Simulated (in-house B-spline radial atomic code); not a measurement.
Configurations of Cl III (Cl2+), with energies counted from [Ne] 3s2 3p3. Method: non-relativistic AM05, spin-polarised, spherical fractional occupations, point nucleus. Calculated with a radial B-spline atomic code at the basis-set limit. Shells without spins written out take the highest spin.

Occupations are held fixed; configurations that lie above the ionisation limit could autoionise.

```csv
configuration,E - E(ref) (eV),highest orbital,its <r> (bohr)
"[Ne] 3s2 3p(2 up, 1 down)",2.4619,3p down,1.609
[Ne] 3s2 3p2 3d1,18.133,3d up,2.023
"[Ne] 3s2 3p(1 up, 1 down) 4p(0 up, 1 down)",26.329,4p down,4.011
[Ne] 3s1 3p3 4s1,29.659,4s up,3.463
[He] 2s2 2p5 3s2 3p3 4p1,223.21,4p up,3.81
"[He] 2s2 2p(2 up, 3 down) 3s2 3p(3 up, 0 down) 4p(0 up, 1 down)",224.7,4p down,3.912
[He] 2s2 2p5 3s2 3p3 4d1,227.74,4d up,4.829
```

Task: Order these further configurations by energy, lowest first.
A. [He] 2s2 2p5 3s2 3p3 3d1
B. [He] 2s2 2p5 3s2 3p3 4s1
C. [He] 2s2 2p5 3s2 3p4
D. [Ne] 3s2 3p2 4p1
E. [Ne] 3s(0 up, 1 down) 3p(2 up, 1 down) 4s(0 up, 1 down)

Result: D (24.742 eV), E (36.463 eV), C (198.93 eV), A (214.77 eV), B (219.85 eV).

Task: How far above the reference does [Ne] 3s2 3p2 4s1 lie?

Result: 21.459 eV; its least bound orbital is 4s up with <r> = 3.5 bohr.

Task: How far above the reference does [He] 2s2 2p5 3s2 3p3 4f1 lie?

Result: 230.59 eV; its least bound orbital is 4f up with <r> = 5.603 bohr.

Task: How far above the reference does [Ne] 3s(1 up, 0 down) 3p(3 up, 0 down) 4d(0 up, 1 down) lie?

Result: 37.989 eV; its least bound orbital is 4d down with <r> = 5.304 bohr.
